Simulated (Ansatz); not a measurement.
## The HOMO–LUMO gap down a group: C to Sn

One atom is swapped for its congeners: C2H6O (dimethyl ether) `COC`; CH6OSi `CO[SiH3]`; CH6GeO `C[O][GeH3]`; CH6OSn `C[O][SnH3]`. All are singlets with charge 0.

Shapes, held fixed at every level: PBE0-D4/def2-TZVP. Programs: Ansatz 0.2.0. Values in eV.

Q: How should the HOMO–LUMO gap change along the series?

A: At wB97X-V/def2-TZVPP the HOMO–LUMO gap falls at every step, from 13.19 to 11.37 eV. Every level shows the same order. For atoms past krypton def2 sets carry core potentials with scalar relativity. Relativity is left out for Ge unless named. Orbital gaps aren't excitation energies, and the LUMO depends on the basis.

```
                level  C2H6O  CH6OSi  CH6GeO  CH6OSn
     SPW92/def2-TZVPP   6.32    5.90    5.45    4.62
    PBE-D4/def2-TZVPP   6.41    6.08    5.64    4.76
  B3LYP-D4/def2-TZVPP   8.25    8.03    7.59    6.62
  BHLYP-D4/def2-TZVPP  11.01   10.79   10.43    9.31
   PBE0-D4/def2-TZVPP   8.83    8.48    8.08    7.10
r2SCAN0-D4/def2-TZVPP   9.58    9.00    8.54    7.57
   wB97X-V/def2-TZVPP  13.19   12.95   12.57   11.37
```
